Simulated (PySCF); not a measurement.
C9H14S2.
Cartesian coordinates in Å at the PBE0-D3(BJ)/def2-SVP level; atoms count from 1:
```
atom  x, y, z in Å
C1    -1.627    2.225    0.210
C2    -2.212    0.920   -0.219
C3    -1.804   -0.324    0.085
C4    -2.531   -1.536   -0.417
C5    -0.596   -0.617    0.953
C6     0.552   -1.096    0.111
S7     1.001   -2.658    0.016
C8     1.286   -0.011   -0.653
C9     2.424    0.489    0.214
C10    3.721   -0.218    0.011
S11    2.216    1.671    1.314
H12   -1.465    2.881   -0.662
H13   -2.327    2.765    0.871
H14   -0.666    2.134    0.736
H15   -3.108    0.995   -0.848
H16   -3.352   -1.262   -1.095
H17   -1.852   -2.221   -0.950
H18   -2.954   -2.113    0.423
H19   -0.846   -1.396    1.688
H20   -0.274    0.289    1.490
H21    0.595    0.813   -0.878
H22    1.683   -0.433   -1.586
H23    4.467    0.074    0.758
H24    3.549   -1.308    0.034
H25    4.103    0.009   -1.000
```

The closed-shell ground state was solved at several levels (PySCF, density fitting, gas phase, non-relativistic).

| level | basis functions | HOMO (eV) | LUMO (eV) | gap (eV) | dipole (D) |
| --- | --- | --- | --- | --- | --- |
| PBE0/pcSseg-1 | 271 | -6.52 | -2.74 | 3.78 | 1.67 |
| wB97X-D/def2-SVPD | 346 | -8.36 | -1.08 | 7.28 | 1.74 |

What might KT2/pcSseg-1 (271 basis functions) give for the same quantities?

HOMO -5.41 eV, LUMO -3.55 eV, gap 1.86 eV, dipole 1.61 D.

Over all these levels, which gives the widest orbital gap and which the narrowest?

wB97X-D/def2-SVPD (range-separated hybrid) has the widest, 7.28 eV, and KT2/pcSseg-1 (GGA) the narrowest, 1.86 eV. Functional and basis both differ between the two, so the spread mixes both effects.

How far do the dipole and the HOMO energy spread over the levels?

The dipole runs from 1.61 to 1.74 D (mean 1.67 D) and the HOMO from -8.36 to -5.41 eV.

One conformer stands for the species.
